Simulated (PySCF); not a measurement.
Isomers C6H7F3:

A. SMILES F[C@@H]1[C@H](F)C=CC[C@@H]1F
B. `C=CC1(C(F)(F)F)CC1`
C. `C=C/C=C\CC(F)(F)F`

Spectrum 1. 1H NMR (400 MHz, computed): δ 6.93 (m, 1H), 6.54 (m, 1H), 5.79 (m, 1H), 5.71 (m, 1H), 5.66 (m, 1H), 3.06 (m, 2H). 13C{1H} NMR (computed): δ 143.3 (CH), 138.4 (CH), 135.0 (C), 128.9 (CH2), 128.0 (CH), 38.0 (CH2).

Spectrum 2. 1H NMR (400 MHz, computed): δ 6.12 (m, 1H), 6.07 (m, 1H), 5.44 (m, 1H), 5.25 (m, 1H), 4.70 (m, 1H), 3.04 (m, 1H), 2.59 (m, 1H). 13C{1H} NMR (computed): δ 134.9 (CH), 133.7 (CH), 93.5 (CH), 92.3 (CH), 92.0 (CH), 32.8 (CH2).

Spectrum 3. 1H NMR (400 MHz, computed): δ 6.91 (m, 1H), 5.38 (m, 1H), 4.93 (m, 1H), 1.45 (m, 2H), 0.86 (m, 2H). 13C{1H} NMR (computed): δ 145.3 (CH), 136.8 (C), 116.0 (CH2), 27.6 (C), 20.5 (CH2).

[PySCF 2.14: coordinates at the GFN2-xTB level; shieldings: GIAO PBE0/pcSseg-1; rapidly exchanging positions averaged; in vacuum; non-relativistic Hamiltonian; one conformer]

Scale: 1H, 13C against TMS (reference shieldings calculated alike). Splittings of carbon signals by F and P are missing where no couplings were computed. Where no couplings were computed, multiplicities follow the n + 1 count of equivalent neighbours, and m marks all less simple cases (inequivalent or close neighbours, rings, F or P nearby). Shifts are as computed. Against solution values, carbons near 30 ppm lie about +3 ppm off and those near 130 ppm about +5 ppm. Of 1211 compounds with measured shifts, 218 miss one by over three times the rms of a fit or turn the order of signals round; such compounds aren't used in these exercises.

Problem. Match each spectrum to its structure.

Solution. 1–C, 2–A, 3–B.

- Spectrum 1 (C): 6 13C signals; δC 143.3 is an alkene CH; δC 138.4 is an alkene CH.
- Spectrum 2 (A): 6 13C signals; δC 134.9 is an alkene CH; δC 133.7 is an alkene CH.
- Spectrum 3 (B): 5 13C signals; δC 145.3 is an alkene CH; δC 136.8 is a CF3 carbon.
